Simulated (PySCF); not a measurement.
C₄H₁₁Cl₂FSi₂.
SMILES with atom numbers: `[F:1][CH2:2][C@H:3]([SiH2:4][CH2:5][SiH3:6])[CH:7]([Cl:8])[Cl:9]` (hydrogens: H10, H11 on C2; H12 on C3; H13, H14 on Si4; H15, H16 on C5; H17, H18, H19 on Si6; H20 on C7)

Cartesian coordinates in Å at the GFN2-xTB level; atoms count from 1:
```
atom  x, y, z in Å
F1    -0.8590   -2.2202    0.3540
C2    -1.8637   -1.3264    0.0694
C3    -1.2742   -0.0988   -0.6079
Si4    0.2391    0.5468    0.4039
C5     1.7834   -0.3670   -0.1875
Si6    3.3786    0.2004    0.6738
C7    -2.2952    0.9908   -0.7575
Cl8   -2.7773    1.6241    0.8276
Cl9   -3.7661    0.4432   -1.6241
H10   -2.5849   -1.8547   -0.5629
H11   -2.3295   -1.0640    1.0240
H12   -0.9529   -0.3869   -1.6128
H13   -0.0476    0.3275    1.8204
H14    0.3333    1.9856    0.1261
H15    1.6536   -1.4365   -0.0239
H16    1.8998   -0.2348   -1.2641
H17    4.5064   -0.5888    0.1720
H18    3.2490    0.0197    2.1180
H19    3.6078    1.6151    0.3759
H20   -1.9058    1.8355   -1.3274
```

Computed at PBE0/pcSseg-1 (PySCF, non-relativistic), with Q(35Cl) = −0.0817 b: Cl8, 35Cl (I = 3/2): χzz = -76.54 MHz, η = 0.050; Cl9, 35Cl (I = 3/2): χzz = -76.65 MHz, η = 0.032.

Q: Where would the pure quadrupole (NQR) lines of 35Cl at Cl8 fall for the rigid, isolated species?

A: From ν = (|χ|/2)√(1 + η²/3): ν = 38.29 MHz (alkyl chlorine). For 37Cl the ratio of quadrupole moments, 0.7881, gives 30.17 MHz.

Q: Where would the pure quadrupole (NQR) lines of 35Cl at Cl9 fall for the rigid, isolated species?

A: From ν = (|χ|/2)√(1 + η²/3): ν = 38.33 MHz (alkyl chlorine). For 37Cl the ratio of quadrupole moments, 0.7881, gives 30.21 MHz.

Q: Apply the simplest Townes–Dailey estimate (no s hybridisation, no π bonding), ionic character = 1 − χzz/χ0, where χ0 is the coupling for one missing p electron along the bond: −109.74 MHz for 35Cl.

A: Cl8 on C7: 1 − (-76.54)/(-109.74) = 0.30; Cl9 on C7: 1 − (-76.65)/(-109.74) = 0.30. In this model a purely covalent bond gives χ0 and a free halide ion gives zero; s hybridisation or π bonding, where present, is counted here as ionic character.

In a crystal, neighbours and librations shift these lines. GFN2-xTB bond lengths can be off by several hundredths of an ångström, more for odd bonds, and the gradients follow them. A larger basis could move these couplings by a tenth or more.

One conformer stands for the species.
